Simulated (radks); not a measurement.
The numbers below are computed, except where a source is named.
How relativity changes the ionisation of the boron ion B3+ ([He]) to B4+ (1s1). Spin-unpolarised spherical Kohn-Sham, BLYP, point nucleus unless stated (finite: rms radius 2.406 fm), a radial shooting solver on a logarithmic mesh with Libxc functionals. A level marked "c x" has the speed of light scaled by that factor.

level                        E(B3+) (hartree)  E(B4+) (hartree)  IE (eV)   HOMO  <r> HOMO (bohr)
non-rel.                            -22.01997         -12.24448   266.00     1s           0.3264
scalar-rel.                         -22.02701         -12.24858   266.08     1s           0.3263
scalar-rel., finite nucleus         -22.02701         -12.24858   266.08     1s           0.3263
Dirac                               -22.02701         -12.24858   266.08  1s1/2           0.3263
Dirac, finite nucleus               -22.02701         -12.24858   266.08  1s1/2           0.3263
Dirac, c x 1.25                     -22.02447         -12.24710   266.06  1s1/2           0.3264
Dirac, c x 2                        -22.02173         -12.24550   266.02  1s1/2           0.3264
Dirac, c x 5                        -22.02025         -12.24464   266.01  1s1/2           0.3264

NIST Atomic Spectra Database: 259.37 eV (theoretical). The relativistic part of the total energy of B3+ is -0.007039 hartree (Dirac, finite nucleus), 0.032 % of the non-relativistic value. Spin polarisation and multiplet splitting of open shells are left out at every level.

Beside tabulated values, note that spin-unpolarised runs miss the spin-polarisation part of the exchange energy of open shells.
